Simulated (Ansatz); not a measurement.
Consider the isomerisation: `C[SiH](Cl)[SiH2]F` → `F[SiH](Cl)C[SiH3]`.

Isolated molecules relaxed with PBE0-D4/def2-TZVP in Ansatz; ΔE leaves out vibrations. CBS: MP2 limit from def2 TZ/QZ plus the TZ coupled-cluster correction, frozen cores. DFT in def2-TZVPP. One conformer a species, not always the lowest.

```csv
level,ΔE (kJ/mol)
B2PLYP,-30.7
PBE,-18.0
HF/def2-QZVPP,-34.1
MP2/CBS(def2),-36.5
```

(1) What does CCSD(T)/CBS give? (An estimate is asked.)

Largest T1 diagnostic among the species: 0.011.

Answers

(1) Ansatz gave: -31.8 kJ/mol. The listed levels differ from it by 1.1, 13.8, -2.3, -4.7 kJ/mol.

From PBE to PBE0 (25 % exact exchange), in def2-TZVPP and without D4, ΔE moves by −4.9 kJ/mol.

CCSD(T)/CBS has its own doubt, a few kJ/mol and more with outer-core shells, so smaller differences from it don't rank the levels.
